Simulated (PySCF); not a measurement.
BO, charge +1, multiplicity 1. Atoms are numbered in the order given.

```xyz
2

B      0.0000     0.0000    -0.7348
O      0.0000     0.0000     0.4593
```
Charge +1, spin multiplicity 1.

Geometry: r2SCAN-D4/def2-TZVPD. The multiplicity is an assumed one; other spin states were not compared.

Computed with r2SCAN-D4/def2-TZVPD (PySCF).

No scaling factor is applied to the harmonic values.

Computed normal modes with their intensities:
```json
[
 {"mode": "1", "ν (cm⁻¹)": "1929", "IR (km/mol)": "1.4", "moving atoms (share of kinetic energy)": "B 60 %, O 40 %"}
]
```
